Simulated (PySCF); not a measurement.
A side-by-side comparison of computed properties.

First species: C4H8O3SSi.
SMILES with atom numbers: `[CH:1]#[C:2][SiH2:3][O:4][CH2:5][S:6]([CH3:7])(=[O:8])=[O:9]` (hydrogens: H10 on C1; H11, H12 on Si3; H13, H14 on C5; H15, H16, H17 on C7)

Second species: C8H9NSi.
Atom-mapped SMILES: `[CH:1]#[C:2][SiH2:3][n:4]1[cH:5][cH:6][c:7]([CH:8]=[CH2:9])[cH:10]1` (hydrogens: H11 on C1; H12, H13 on Si3; H14 on C5; H15 on C6; H16 on C8; H17, H18 on C9; H19 on C10)

Structure used (GFN2-xTB), in Å, numbered top down from 1:
```xyz
19
C8H9NSi angstrom
C      4.2780   -0.0792   -1.2634
C      3.5207   -0.3024   -0.3563
Si     2.3522   -0.6334    1.0393
N      0.7613   -0.1055    0.5291
C      0.4247    1.1804    0.1889
C     -0.8927    1.2414   -0.1317
C     -1.4218   -0.0760    0.0109
C     -2.7754   -0.5280   -0.2151
C     -3.7961    0.2465   -0.5648
C     -0.3710   -0.8608    0.4151
H      4.9394    0.1139   -2.0591
H      2.7419    0.1600    2.2085
H      2.2385   -2.0671    1.2980
H      1.1690    1.9527    0.2003
H     -1.4327    2.1154   -0.4369
H     -2.9289   -1.5916   -0.0760
H     -4.7837   -0.1533   -0.7193
H     -3.6828    1.3073   -0.7078
H     -0.3505   -1.9111    0.6327
```

Levels: PBE0/pcSseg-1 for dipole moment, HOMO energy, LUMO energy and HOMO–LUMO gap; GFN2-xTB for rotational constant A and rotational constant C. Geometries: GFN2-xTB. Each species is one conformer at its optimised geometry, gas phase, non-relativistic unless stated; the electronic structure was computed with PySCF and density fitting.

Dipoles, sizes and rotational constants follow the conformer. The torsions of the flexible species, by atom-mapped SMILES:
- `[CH:1]#[C:2][SiH2:3][O:4][CH2:5][S:6]([CH3:7])(=[O:8])=[O:9]`: C2–Si3–O4–C5 85°, Si3–O4–C5–S6 -39°, O4–C5–S6–C7 -69°
- `[CH:1]#[C:2][SiH2:3][n:4]1[cH:5][cH:6][c:7]([CH:8]=[CH2:9])[cH:10]1`: C2–Si3–N4–C5 -61°, C6–C7–C8–C9 -2°

Values for the first species:

```
Dipole moment         : 3.03 D
HOMO energy           : -8.06 eV
LUMO energy           : -0.50 eV
HOMO–LUMO gap         : 7.56 eV
Rotational constant A : 1.868 GHz
Rotational constant C : 0.812 GHz
```

Task: Estimate the same properties for the second species, and the change in each.

Result: 
```csv
property,first,second,second less first
dipole moment,3.03 D,2.34 D,-0.69 D
HOMO energy,-8.06 eV,-5.95 eV,+2.11 eV
LUMO energy,-0.50 eV,-0.59 eV,-0.09 eV
HOMO–LUMO gap,7.56 eV,5.36 eV,-2.20 eV
rotational constant A,1.868 GHz,3.383 GHz,+1.515 GHz
rotational constant C,0.812 GHz,0.507 GHz,-0.305 GHz
```

On the first: The dipole equals about 10.1 × 10⁻³⁰ C·m (1 D = 3.33564 × 10⁻³⁰ C·m). A dipole of 3.03 D is allowed in C1, and pure rotational transitions are dipole-allowed.

On the second: A dipole of 2.34 D is allowed in C1, and pure rotational transitions are dipole-allowed. In atomic units the dipole is 0.92 e·bohr (1 au = 2.5417 D).
